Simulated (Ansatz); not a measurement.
H₂O + `FB(F)F` → `[OH2+][B-](F)(F)F`  (adduct formation)

Computed with Ansatz on PBE0-D4/def2-TZVP structures; ΔE is electronic, products minus reactants. CBS: def2 TZ/QZ extrapolation, frozen cores. DFT in def2-TZVPP. Each species was taken in one conformer, which may not be the lowest.

```csv
species,revPBE-D4 energy (Eh)
H₂O,-76.44108
`FB(F)F`,-324.59735
`[OH2+][B-](F)(F)F`,-401.05115
```

Q: Work out ΔE.

A: ΔE = (-401.05115) − (-76.44108) − (-324.59735) = -0.01272 Eh = -33.4 kJ/mol. CCSD(T)/CBS gives -38.0 kJ/mol.

Q: What do rigid-rotor, harmonic-oscillator terms from PBE0-D4/def2-TZVP frequencies (298.15 K, 1 bar) make of the CCSD(T)/CBS value? (Estimate.)

A: Ansatz gave: ΔZPE = +10.2 kJ/mol, ΔH = -31.2 kJ/mol, ΔS = -123 J/(mol·K), ΔG = +5.4 kJ/mol.

Largest T1 diagnostic among the species: 0.012.

From PBE to PBE0 (25 % exact exchange), in def2-TZVPP and without D4, ΔE moves by −3.8 kJ/mol. At CCSD(T), def2-SVP lies −20.5 kJ/mol from the extrapolated value and def2-TZVPP −2.5 kJ/mol.
